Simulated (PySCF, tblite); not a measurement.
C4H8F3OP.
SMILES with atom numbers: `[CH3:1][O:2][CH2:3][PH:4][CH2:5][C:6]([F:7])([F:8])[F:9]` (hydrogens: H10, H11, H12 on C1; H13, H14 on C3; H15 on P4; H16, H17 on C5)

Structure used (GFN2-xTB), in Å, numbered top down from 1:
```
atom  x, y, z in Å
C1    -2.364    0.987    0.060
O2    -1.426   -0.042    0.258
C3    -0.831   -0.485   -0.933
P4     0.522   -1.683   -0.488
C5     1.387   -0.640    0.814
C6     2.290    0.370    0.157
F7     3.044   -0.170   -0.812
F8     1.613    1.380   -0.413
F9     3.142    0.941    1.026
H10   -3.169    0.663   -0.610
H11   -2.777    1.225    1.038
H12   -1.886    1.877   -0.365
H13   -0.414    0.351   -1.514
H14   -1.558   -1.009   -1.574
H15   -0.252   -2.332    0.477
H16    2.008   -1.299    1.425
H17    0.664   -0.120    1.444
```

Method: PBE0/pcSseg-1 in PySCF (dipole) on a GFN2-xTB geometry, gas phase.

Masses are those of the commonest isotopes; rigid-rotor values at the optimised geometry. The values belong to one conformer with, in the numbering `[CH3:1][O:2][CH2:3][PH:4][CH2:5][C:6]([F:7])([F:8])[F:9]`, C1–O2–C3–P4 173°, O2–C3–P4–C5 -49°, C3–P4–C5–C6 -81°.

**Question.** Give the principal moments of inertia and the rotational constants in GHz.

**Answer.** Ia = 241.57, Ib = 590.54, Ic = 708.19 u·Å²; 505379 MHz·u·Å²/I gives 2092, 855.8 and 713.6 MHz, that is A = 2.0920, B = 0.8558, C = 0.7136 GHz.

**Question.** Classify the top.

**Answer.** An asymmetric top. Ray's parameter κ = (2B − A − C)/(A − C) = -0.794; −1 is the prolate and +1 the oblate limit.

**Question.** What does the inertial defect say?

**Answer.** Not planar: Δ = Ic − Ia − Ib = -123.93 u·Å². For a rigid frame Δ = −2 Σ m c², so Σ m c² = 61.96 u·Å² lies off the ab plane: 11.48 from hydrogen and 50.48 from heavier atoms. The atom farthest from that plane is 1.73 Å away.

**Question.** Which types of transition are allowed, and where do some lines up to J = 4 fall?

**Answer.** The dipole components are |μa| = 2.67 D, |μb| = 0.36 D, |μc| = 0.58 D. Intensities carry the squares of the components, which stand as 1.00 : 0.02 : 0.05 (a : b : c). Some lines, for components of 0.1 D or more:

```
type  branch         J(Ka,Kc)    MHz  lower level (cm⁻¹)
   c       Q  4(1,4) ← 4(0,4)    737               0.518
   b       Q  1(1,0) ← 1(0,1)   1378               0.052
   a       R  1(0,1) ← 0(0,0)   1569               0.000
   a       R  2(1,1) ← 1(1,0)   3281               0.098
   b       Q  3(2,1) ← 3(1,2)   3560               0.372
   b       Q  4(2,3) ← 4(1,4)   4652               0.542
   c       R  2(1,1) ← 1(0,1)   4659               0.052
   a       R  3(2,1) ← 2(2,0)   4754               0.332
   b       R  4(0,4) ← 3(1,3)   5235               0.343
   a       R  4(0,4) ← 3(0,3)   6166               0.312
   a       R  4(2,3) ← 3(2,2)   6269               0.489
   c       Q  4(3,2) ← 4(2,2)   6405               0.703
   b       Q  4(3,1) ← 4(2,2)   6410               0.703
   c       R  3(1,2) ← 2(0,2)   6446               0.157
   c       Q  3(3,1) ← 3(2,1)   6486               0.490
   a       R  4(1,3) ← 3(1,2)   6537               0.372
   b       Q  3(3,1) ← 3(2,2)   6544               0.489
   c       R  2(2,1) ← 1(1,1)   7132               0.094
   b       R  2(2,0) ← 1(1,1)   7143               0.094
   c       Q  4(4,1) ← 4(3,1)   9128               0.917
   b       R  4(2,3) ← 3(1,2)   9772               0.372
   c       R  3(3,1) ← 2(2,1)  11252               0.331
   c       R  4(3,2) ← 3(2,2)  12843               0.489
   b       R  4(3,1) ← 3(2,2)  12847               0.489
   c       R  4(4,0) ← 3(3,0)  15430               0.707
   c       R  4(4,1) ← 3(3,1)  15431               0.707
   b       R  4(4,0) ← 3(3,1)  15431               0.707
```

**Question.** Estimate the classical rotational partition function at 25 K, 100 K and 298.15 K.

**Answer.** Point group C1, symmetry number σ = 1; q = (√π/σ)·√((kT/h)³/(ABC)), k/h = 20836.6 MHz/K: 18600 at 25 K, 149000 at 100 K, 768000 at 298.15 K.

Its lowest GFN2-xTB frequency is 13 cm⁻¹, too small to tell a flat minimum from a shallow saddle. These are rigid-rotor constants of the computed structure; measured ground-state constants (B0) also hold zero-point vibration. A rigid rotor knows nothing of internal rotation, which can split or shift real lines.

Hardware: one thread, AMD EPYC 9R45 (x86_64), shared host. Cost: 20 s wall (with the writing of density and orbital grids), 0.88 GiB resident at most. This is the PBE0/pcSseg-1 job that gave the dipole, with the shieldings it also computed.
